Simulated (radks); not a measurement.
Values are calculated unless marked as measured or tabulated.
Spherical quantum dot in the effective-mass picture: electrons in a hard-walled sphere of radius 2.12, all in effective atomic units (hartree* = m*/eps^2 hartree, bohr* = eps/m* bohr), one dielectric constant everywhere. Level of theory: non-relativistic Kohn-Sham, r2SCAN, spin-polarised, spherical densities, generalised Kohn-Sham scheme (a radial shooting solver with Libxc functionals). Levels are named by radial order and angular momentum (1s, 1p, 1d, 2s, ...), and open shells are averaged over m. Results are scaled to m* = 0.058 and eps = 11.1, for which hartree* = 12.81 meV and bohr* = 10.13 nm.

N = 33, configuration 1s2 1p6 1d10 2s(up 1, down 0) 1f14. This is the lowest configuration that the search found. Occupied and some empty levels:

level,occupation,eigenvalue (meV),<r> (nm)
1s up,1,272.72,14.06
1s down,1,273.11,14.20
1p up,3,280.98,14.80
1p down,3,281.11,14.82
1d up,5,294.69,15.35
1d down,5,294.77,15.35
1f up,7,313.20,15.79
1f down,7,313.29,15.79
2s up,1,320.37,9.483
2s down,0,324.05,9.643
1g up,0,336.14,16.16
1g down,0,336.26,16.16
2p up,0,347.74,11.13
2p down,0,349.27,11.24
2d up,0,378.91,12.22
2d down,0,379.36,12.26

Energy (meV): total 5755.27, kinetic 1859.9, external 0, Hartree 4264.0, exchange-correlation -368.70.
